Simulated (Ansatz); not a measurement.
CH₆BIn, SMILES `C[BH][InH2]`, relaxed with RKS PBE0-D4/def2-TZVP in Ansatz 0.2.0 from a GFN2-xTB geometry. The force threshold is 0.005 eV/Å; the program also tests the step.

Total charge 0; spin multiplicity 1. In takes the def2 core potential.

Start:

```xyz
9

C     1.156    0.536    0.696
B     0.371   -0.739    0.274
In   -1.578   -0.360   -0.896
H     1.795    0.427    1.572
H     1.823    0.773   -0.141
H     0.525    1.419    0.830
H     0.788   -1.813    0.495
H    -2.311    1.243   -0.996
H    -2.569   -1.487   -1.835
```

By how much does the energy fall, and how many steps does the optimiser take? (An estimate is asked.)

Computed: 20.16 kJ/mol, in 24 steps, 5 of them rejected.

Which bonds change most? (Best estimate.)

Computed: B2–In3 from 2.305 to 2.248 Å; In3–H9 from 1.770 to 1.736 Å; B2–H7 from 1.173 to 1.203 Å; In3–H8 from 1.766 to 1.736 Å.

Give the relaxed structure. (An estimate is asked.)

The calculation gave: 
```xyz
9

C     1.303    0.525    0.541
B     0.138   -0.499    0.436
In   -1.695   -0.286   -0.848
H     1.767    0.556    1.531
H     2.076    0.097   -0.122
H     1.115    1.539    0.189
H     0.263   -1.525    1.052
H    -3.197    0.365   -0.267
H    -1.770   -0.772   -2.513
```
